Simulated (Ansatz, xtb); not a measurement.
## Relative energy of two structures of CHBeN

Structure I: `[BeH][C]#N`, a singlet. Structure II: a singlet given by its coordinates. Both are isolated molecules in the gas phase, relaxed with BLYP-D3(BJ)/def2-SVP.

I (Å):

```xyz
4

C     0.0000    0.0000   -0.8665
Be    0.0000    0.0000    0.7930
N     0.0000    0.0000   -2.0424
H     0.0000    0.0000    2.1159
```

II (Å):

```xyz
4

C     0.0000    0.0000   -1.9952
Be    0.0000    0.0000    0.7368
N     0.0000    0.0000   -0.7994
H     0.0000    0.0000    2.0577
```

Close contacts (Å): C1–N3 1.20, Be2–N3 1.54, Be2–H4 1.32.

Quicker runs give these differences E(II) − E(I): GFN2-xTB −5.5 kJ/mol; HF/STO-3G −35.6 kJ/mol (at GFN2-xTB geometries); r2SCAN-D4/def2-SVP −15.0 kJ/mol (at GFN2-xTB geometries).

**Question.** Estimate E(II) − E(I) at the level CCSD(T)/def2-TZVPP.

**Answer.** Calculated at CCSD(T)/def2-TZVPP: E(II) − E(I) = −14.3 kJ/mol, so structure II lies lower.

Level by level:

```
               level              geometry  E(II) − E(I) (kJ/mol)  departure from the last row (kJ/mol)  job, with rough time for the two
            GFN2-xTB              GFN2-xTB                    −5.5                                  +8.9              optimisation, 0.11 s
           HF/STO-3G              GFN2-xTB                   −35.6                                 −21.3              single point, 0.16 s
  r2SCAN-D4/def2-SVP              GFN2-xTB                   −15.0                                  −0.7              single point, 0.92 s
BLYP-D3(BJ)/def2-SVP  BLYP-D3(BJ)/def2-SVP                   −13.2                                  +1.2               optimisation, 3.6 s
       HF/def2-TZVPP  BLYP-D3(BJ)/def2-SVP                   −46.6                                 −32.3           part of the CCSD(T) run
      MP2/def2-TZVPP  BLYP-D3(BJ)/def2-SVP                    −0.9                                 +13.5           part of the CCSD(T) run
  CCSD(T)/def2-TZVPP  BLYP-D3(BJ)/def2-SVP                   −14.3                                                       single point, 4 s
```

MP2/def2-TZVPP finds them nearly level. The largest departure from CCSD(T)/def2-TZVPP is that of HF/def2-TZVPP, 32.3 kJ/mol.

With harmonic frequencies from BLYP-D3(BJ)/def2-SVP (ideal gas, rigid rotor, one conformer each, 298.15 K, 1 atm): the zero-point term adds −0.5 kJ/mol; ΔH is −14.6 and ΔG −15.0 kJ/mol.

The correlated steps freeze 2 core orbitals; the last core shell of Be is correlated, in a basis made for valence electrons. Codes used: Ansatz 0.2.0, xtb 6.7.1; the last row on 1 thread of Intel(R) Xeon(R) 6975P-C (Granite Rapids) on a shared host.
